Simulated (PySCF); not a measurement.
SMILES CCCC[Si](Cl)(Cl)Cl (C₄H₉Cl₃Si), GFN2-xTB optimised geometry.

```
17

C     -1.00    -4.01     2.97
C     -1.45    -2.55     2.88
C     -0.89    -1.87     1.63
C     -1.34    -0.41     1.54
Si    -0.68     0.50     0.00
Cl    -1.34     2.42     0.00
Cl     1.34     0.50     0.00
Cl    -1.33    -0.42    -1.68
H     -1.41    -4.48     3.87
H      0.08    -4.08     3.00
H     -1.35    -4.57     2.11
H     -1.10    -2.01     3.77
H     -2.54    -2.51     2.87
H      0.20    -1.92     1.65
H     -1.24    -2.42     0.75
H     -2.43    -0.38     1.55
H     -1.01     0.11     2.44
```

Density from B3LYP/def2-SVP run with PySCF at that geometry.

Minimum of the electron density along straight lines between bonded atoms, close to the bond critical point (lines longer than 1.1 times the sum of covalent radii, or with two minima, are not listed):

| bond | length / Å | ρ at the minimum / e bohr⁻³ | ∇²ρ there / e bohr⁻⁵ | position (fraction from the first atom) |
|---|---|---|---|---|
| C1–C2 | 1.524 | 0.246 | -0.57 | 0.50 |
| C2–C3 | 1.527 | 0.246 | -0.57 | 0.50 |
| C3–C4 | 1.532 | 0.239 | ? | 0.49 |
| C4–Si5 | 1.906 | ? | 0.26 | 0.62 |
| Si5–Cl6 | 2.025 | 0.098 | 0.30 | 0.37 |
| Si5–Cl7 | 2.022 | 0.099 | 0.31 | 0.37 |
| Si5–Cl8 | 2.022 | 0.099 | 0.31 | 0.37 |
| C1–H9 | 1.087 | 0.277 | -1.02 | 0.62 |
| C1–H10 | 1.088 | 0.277 | -1.01 | 0.62 |
| C1–H11 | 1.088 | 0.277 | -1.01 | 0.62 |
| C2–H12 | 1.092 | 0.277 | -1.00 | 0.62 |
| C2–H13 | 1.092 | 0.277 | -1.00 | 0.62 |
| C3–H14 | 1.092 | 0.278 | -1.01 | 0.62 |
| C3–H15 | 1.092 | 0.278 | -1.01 | 0.62 |
| C4–H16 | 1.092 | 0.272 | -0.97 | 0.62 |
| C4–H17 | 1.092 | 0.272 | -0.97 | 0.62 |

Problem. What belongs in the gaps?

Solution. 
- C3–C4, ∇²ρ there / e bohr⁻⁵: -0.53
- C4–Si5, ρ at the minimum / e bohr⁻³: 0.118
